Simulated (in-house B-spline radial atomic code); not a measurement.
Whole-atom quantities along the 5-electron series, configuration [He] 2s2 2p1. Computed with an all-electron radial atomic-structure program (B-spline basis): non-relativistic Hartree-Fock, average of the configuration, point nuclei.

This level leaves out relativity, spin-orbit splitting included, which matters for heavy ions.

```json
{"ion": "Ag42+", "Z": "47", "E/Z² (Eh)": "-1.3261", "Σ<r²> (bohr²)": "0.059012", "n(0)/Z³ (bohr⁻³)": "0.69841", "Lamb diamagnetic shielding (ppm)": "2252.8", "repulsion over attraction": "0.017817"}
{"ion": "Cd43+", "Z": "48", "E/Z² (Eh)": "-1.3271", "Σ<r²> (bohr²)": "0.056479", "n(0)/Z³ (bohr⁻³)": "0.69877", "Lamb diamagnetic shielding (ppm)": "2301.62", "repulsion over attraction": "0.017451"}
{"ion": "In44+", "Z": "49", "E/Z² (Eh)": "-1.3281", "Σ<r²> (bohr²)": "0.054104", "n(0)/Z³ (bohr⁻³)": "0.69912", "Lamb diamagnetic shielding (ppm)": "2350.43", "repulsion over attraction": "0.017099"}
{"ion": "Sn45+", "Z": "50", "E/Z² (Eh)": "-1.329", "Σ<r²> (bohr²)": "0.051877", "n(0)/Z³ (bohr⁻³)": "0.69946", "Lamb diamagnetic shielding (ppm)": "2399.25", "repulsion over attraction": "0.016762"}
{"ion": "Sb46+", "Z": "51", "E/Z² (Eh)": "-1.3299", "Σ<r²> (bohr²)": "0.049784", "n(0)/Z³ (bohr⁻³)": "0.69978", "Lamb diamagnetic shielding (ppm)": "2448.06", "repulsion over attraction": "0.016438"}
{"ion": "Te47+", "Z": "52", "E/Z² (Eh)": "-1.3307", "Σ<r²> (bohr²)": "0.047816", "n(0)/Z³ (bohr⁻³)": "0.70009", "Lamb diamagnetic shielding (ppm)": "2496.87", "repulsion over attraction": "0.016126"}
{"ion": "I48+", "Z": "53", "E/Z² (Eh)": "-1.3316", "Σ<r²> (bohr²)": "0.045962", "n(0)/Z³ (bohr⁻³)": "0.70039", "Lamb diamagnetic shielding (ppm)": "2545.69", "repulsion over attraction": "0.015825"}
{"ion": "Xe49+", "Z": "54", "E/Z² (Eh)": "-1.3324", "Σ<r²> (bohr²)": "0.044214", "n(0)/Z³ (bohr⁻³)": "0.70068", "Lamb diamagnetic shielding (ppm)": "2594.5", "repulsion over attraction": "0.015536"}
{"ion": "Cs50+", "Z": "55", "E/Z² (Eh)": "-1.3331", "Σ<r²> (bohr²)": "0.042563", "n(0)/Z³ (bohr⁻³)": "0.70096", "Lamb diamagnetic shielding (ppm)": "2643.32", "repulsion over attraction": "0.015257"}
{"ion": "Ba51+", "Z": "56", "E/Z² (Eh)": "?", "Σ<r²> (bohr²)": "?", "n(0)/Z³ (bohr⁻³)": "?", "Lamb diamagnetic shielding (ppm)": "?", "repulsion over attraction": "?"}
{"ion": "La52+", "Z": "57", "E/Z² (Eh)": "-1.3346", "Σ<r²> (bohr²)": "0.039529", "n(0)/Z³ (bohr⁻³)": "0.70148", "Lamb diamagnetic shielding (ppm)": "2740.94", "repulsion over attraction": "0.014728"}
{"ion": "Ce53+", "Z": "58", "E/Z² (Eh)": "-1.3353", "Σ<r²> (bohr²)": "0.038131", "n(0)/Z³ (bohr⁻³)": "0.70173", "Lamb diamagnetic shielding (ppm)": "2789.76", "repulsion over attraction": "0.014476"}
{"ion": "Pr54+", "Z": "59", "E/Z² (Eh)": "-1.3359", "Σ<r²> (bohr²)": "0.036807", "n(0)/Z³ (bohr⁻³)": "0.70197", "Lamb diamagnetic shielding (ppm)": "2838.57", "repulsion over attraction": "0.014234"}
{"ion": "Nd55+", "Z": "60", "E/Z² (Eh)": "-1.3366", "Σ<r²> (bohr²)": "0.035551", "n(0)/Z³ (bohr⁻³)": "0.70221", "Lamb diamagnetic shielding (ppm)": "2887.38", "repulsion over attraction": "0.013999"}
{"ion": "Pm56+", "Z": "61", "E/Z² (Eh)": "-1.3372", "Σ<r²> (bohr²)": "0.034357", "n(0)/Z³ (bohr⁻³)": "0.70243", "Lamb diamagnetic shielding (ppm)": "2936.2", "repulsion over attraction": "0.013772"}
{"ion": "Sm57+", "Z": "62", "E/Z² (Eh)": "-1.3378", "Σ<r²> (bohr²)": "0.033223", "n(0)/Z³ (bohr⁻³)": "0.70265", "Lamb diamagnetic shielding (ppm)": "2985.01", "repulsion over attraction": "0.013552"}
{"ion": "Eu58+", "Z": "63", "E/Z² (Eh)": "-1.3384", "Σ<r²> (bohr²)": "0.032144", "n(0)/Z³ (bohr⁻³)": "0.70287", "Lamb diamagnetic shielding (ppm)": "3033.83", "repulsion over attraction": "0.01334"}
{"ion": "Gd59+", "Z": "64", "E/Z² (Eh)": "?", "Σ<r²> (bohr²)": "?", "n(0)/Z³ (bohr⁻³)": "?", "Lamb diamagnetic shielding (ppm)": "?", "repulsion over attraction": "?"}
{"ion": "Tb60+", "Z": "65", "E/Z² (Eh)": "-1.3395", "Σ<r²> (bohr²)": "0.030138", "n(0)/Z³ (bohr⁻³)": "0.70327", "Lamb diamagnetic shielding (ppm)": "3131.45", "repulsion over attraction": "0.012933"}
{"ion": "Dy61+", "Z": "66", "E/Z² (Eh)": "-1.34", "Σ<r²> (bohr²)": "0.029205", "n(0)/Z³ (bohr⁻³)": "0.70346", "Lamb diamagnetic shielding (ppm)": "3180.27", "repulsion over attraction": "0.012739"}
{"ion": "Ho62+", "Z": "67", "E/Z² (Eh)": "-1.3405", "Σ<r²> (bohr²)": "0.028315", "n(0)/Z³ (bohr⁻³)": "0.70365", "Lamb diamagnetic shielding (ppm)": "3229.08", "repulsion over attraction": "0.012551"}
{"ion": "Er63+", "Z": "68", "E/Z² (Eh)": "-1.341", "Σ<r²> (bohr²)": "0.027464", "n(0)/Z³ (bohr⁻³)": "0.70383", "Lamb diamagnetic shielding (ppm)": "3277.9", "repulsion over attraction": "0.012368"}
{"ion": "Tm64+", "Z": "69", "E/Z² (Eh)": "?", "Σ<r²> (bohr²)": "?", "n(0)/Z³ (bohr⁻³)": "?", "Lamb diamagnetic shielding (ppm)": "?", "repulsion over attraction": "?"}
{"ion": "Yb65+", "Z": "70", "E/Z² (Eh)": "-1.342", "Σ<r²> (bohr²)": "0.025874", "n(0)/Z³ (bohr⁻³)": "0.70418", "Lamb diamagnetic shielding (ppm)": "3375.52", "repulsion over attraction": "0.012018"}
{"ion": "Lu66+", "Z": "71", "E/Z² (Eh)": "-1.3425", "Σ<r²> (bohr²)": "0.025131", "n(0)/Z³ (bohr⁻³)": "0.70435", "Lamb diamagnetic shielding (ppm)": "3424.34", "repulsion over attraction": "0.01185"}
{"ion": "Hf67+", "Z": "72", "E/Z² (Eh)": "-1.3429", "Σ<r²> (bohr²)": "0.024419", "n(0)/Z³ (bohr⁻³)": "0.70451", "Lamb diamagnetic shielding (ppm)": "3473.15", "repulsion over attraction": "0.011687"}
```

Problem. Fill in the row of Ba51+.

Solution. E/Z² (Eh): -1.3339; Σ<r²> (bohr²): 0.041004; n(0)/Z³ (bohr⁻³): 0.70122; Lamb diamagnetic shielding (ppm): 2692.13; repulsion over attraction: 0.014987.

Problem. Fill in the row of Gd59+.

Solution. E/Z² (Eh): -1.3389; Σ<r²> (bohr²): 0.031117; n(0)/Z³ (bohr⁻³): 0.70307; Lamb diamagnetic shielding (ppm): 3082.64; repulsion over attraction: 0.013133.

Problem. Fill in the row of Tm64+.

Solution. E/Z² (Eh): -1.3415; Σ<r²> (bohr²): 0.026652; n(0)/Z³ (bohr⁻³): 0.70401; Lamb diamagnetic shielding (ppm): 3326.71; repulsion over attraction: 0.012191.

Problem. With what power of Z does the column «Σ<r²> (bohr²)» change over this range?

Solution. A fit of the logarithm of its size against log Z from Z = 47 to 72 has slope -2.07. Unscreened non-relativistic hydrogenic orbitals would give -2.
